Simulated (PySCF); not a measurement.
A structure optimised at PBE-D3(BJ)/def2-SVP, used in a PySCF frequency run:

```xyz
8

Ge     0.3729     0.2860     0.0000
C     -0.5529     1.9987     0.0000
Cl    -0.2454    -0.8364     1.7600
Cl    -0.2454    -0.8364    -1.7600
H      1.9195     0.3315     0.0000
H     -0.2735     2.5710     0.9057
H     -0.2735     2.5710    -0.9057
H     -1.6444     1.8188     0.0000
```

Task: Write its SMILES, formula and point group.

Result: [CH3][GeH]([Cl])[Cl], CH4Cl2Ge, Cs

Task: What are its rotational constants (standard atomic weights)?

Result: 3.4963, 2.0581, 1.4797 GHz
